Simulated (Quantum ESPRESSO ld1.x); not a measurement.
Values are calculated unless marked as measured or tabulated.
Q: Species: Hf+. Configuration: [Xe] 4f14 5d1 6s1.75 6d0.25 (fractional occupations, a model configuration). Code: ld1.x of Quantum ESPRESSO 7.5. Model: Dirac Kohn-Sham, exchange-only B88, spin-unpolarised, spherical densities, point nucleus; open shells fill j = l - 1/2 first. Some entries of the table are withheld. Estimate them.

orbital,occ.,eigenvalue (eV),<r^2> (bohr^2)
1s1/2,2,-65217.2,(1)
2s1/2,2,-11153.6,0.007580
2p1/2,2,-10652.6,0.005431
2p3/2,4,-9460.22,0.006638
3s1/2,2,-2547.94,0.04967
3p1/2,2,-2325.95,0.04570
3p3/2,4,-2070.44,0.05237
3d3/2,4,-1694.91,0.04079
3d5/2,6,-1639.18,0.04263
4s1/2,2,-520.256,0.2477
4p1/2,2,-429.348,0.2567
4p3/2,4,-370.842,0.2933
4d3/2,4,-221.518,(2)
4d5/2,6,-210.808,(3)
5s1/2,2,-75.8960,1.447
5p1/2,2,-50.1139,1.808
5p3/2,4,-42.2627,2.131
4f5/2,6,-26.6966,0.5800
4f7/2,8,-24.9517,0.6043
6s1/2,1.75,-11.8078,10.94
5d3/2,1,-10.9367,(4)
5d5/2,0,-10.3767,(5)
6p1/2,0,(6),17.09
6p3/2,0,(7),19.84
7s1/2,0,-3.5915,64.59
6d3/2,0.25,-2.6292,69.17
6d5/2,0,-2.5844,71.78
5f5/2,0,-1.4361,146.9
5f7/2,0,-1.4357,147.0
7d3/2,0,-1.2847,273.3
7d5/2,0,-1.2672,279.6

A: 
(1) 1s1/2 <r^2> (bohr^2): 0.0004949
(2) 4d3/2 <r^2> (bohr^2): 0.3245
(3) 4d5/2 <r^2> (bohr^2): 0.3387
(4) 5d3/2 <r^2> (bohr^2): 5.445
(5) 5d5/2 <r^2> (bohr^2): 5.828
(6) 6p1/2 eigenvalue (eV): -7.3818
(7) 6p3/2 eigenvalue (eV): -6.6789
